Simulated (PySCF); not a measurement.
**Calculated NMR data**

- PBE0/pcSseg-1 with gauge-including orbitals
- J: B3LYP/pcJ-1
- structure optimised with GFN2-xTB
- run in PySCF 2.14
- gas phase, fast rotation and ring inversion assumed for equivalent nuclei, one conformer, relativity neglected

Scale: ¹H (31.72 ppm) and ¹³C (186.93 ppm) against TMS (reference shieldings calculated alike). Multiplet labels drop J under 1 Hz and among equivalent protons, and merge close values. Unscaled 3J(H,H) run several per cent high. Where no couplings were computed, multiplicities follow the n + 1 count of equivalent neighbours, and m marks all less simple cases (inequivalent or close neighbours, rings, F or P nearby). Shifts are as computed. Against solution values, carbons near 30 ppm lie about +3 ppm off and those near 130 ppm about +5 ppm. Of 1211 compounds with measured shifts, 218 miss one by over three times the rms of a fit or turn the order of signals round; such compounds aren't used in these exercises.

**1.** SMILES C=C(COC)OC(C)=O, C6H10O3. ¹H NMR (500 MHz, computed): δ 4.89 (m, 1H), 4.75 (m, 1H), 4.46 (s, 2H), 3.43 (s, 3H), 2.14 (s, 3H). ¹³C{¹H} NMR (computed): δ 173.8, 164.2, 101.8, 74.5, 60.5, 24.1.

**2.** dimethyl ether (SMILES COC). ¹H NMR (500 MHz, computed): δ 3.39 (s, 6H). ¹³C{¹H} NMR (computed): δ 62.8 (CH3).
